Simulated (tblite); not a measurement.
A tight-binding relaxation on `CC#CC(=O)O[C](=O)[GeH3]`.

Computed with GFN2-xTB geometry optimisation, gas phase (tblite 0.8.0). Start geometry: from a force field or distance geometry. The command runs a driver script over a list of jobs; the input below is this job's line of settings and its coordinates in Å.

Command:
```bash
OMP_NUM_THREADS=1 python probes_run.py task.json out
```

Input:
```
{"job": {"kind": "relax", "xc": "GFN2-xTB", "basis": "xTB"}, "charge": 0, "multiplicity": 1}
C     -3.998000     0.034100     0.388500
C     -2.602600    -0.351000     0.343500
C     -1.427600    -0.682400     0.326900
C     -0.055500    -1.055000     0.279300
O      0.252500    -2.275900     0.451800
O      0.915800    -0.081000     0.075200
C      2.300100    -0.316800     0.024900
O      2.781800    -1.467800     0.212700
Ge     3.496900     1.148500    -0.260000
H     -4.241200     0.497700     1.375900
H     -4.210600     0.767200    -0.421300
H     -4.648000    -0.862400     0.245400
H      4.753300     0.653900    -0.992400
H      2.784900     2.228500    -1.121600
H      3.893900     1.770500     1.106800
```

Output:
```
step      E/eV     max force
  0    -756.08281    5.363
  1    -756.23053    6.175
  2    -756.59668    1.505
  3    -756.62803    1.760
  4    -756.67237    0.930
  5    -756.69604    0.552
  6    -756.72795    0.742
  7    -756.73935    0.665
  8    -756.75007    0.486
  9    -756.76118    0.242
... (43 lines left out)
 53    -756.84255    0.058
 54    -756.84312    0.075
 55    -756.84349    0.087
 56    -756.84391    0.048
 57    -756.84433    0.041
 58    -756.84476    0.038
 59    -756.84497    0.040
 60    -756.84507    0.020
 61    -756.84511    0.012
 62    -756.84513    0.009
```

«max force» is the largest atomic force in eV/Å.

From which step on does the largest force stay under 0.1 eV/Å, and how much energy is left to gain from there?

From step 51 (0.082 eV/Å), 4.3 meV above the end.

In short: energy lowered by 17.6 kcal/mol over 62 steps; largest atomic force 0.009 eV/Å at the end.

Where do the atoms end?

0.396 Å rms from the input after alignment:
```
atom  x, y, z in Å
C1    -3.7049    0.2387    0.3383
C2    -2.3842   -0.3273    0.3405
C3    -1.2758   -0.7984    0.3433
C4     0.0303   -1.3822    0.3467
O5     0.2921   -2.5335    0.5029
O6     0.9625   -0.3713    0.1293
C7     2.3056   -0.5796    0.0519
O8     2.8633   -1.6226    0.1647
Ge9    3.1118    1.2064   -0.2581
H10   -3.8929    0.7219    1.2965
H11   -3.7888    0.9813   -0.4542
H12   -4.4464   -0.5434    0.1822
H13    4.4286    1.0876   -0.9464
H14    2.1664    2.0423   -1.0543
H15    3.3280    1.8882    1.0527
```

On one thread, Arm Neoverse N1 (aarch64), no GPU, shared host with 64 logical CPUs at a one-minute load of 57, this took 0.73 s wall.
Labels such as C1 count atoms from 1, the log's own numbers from 0.
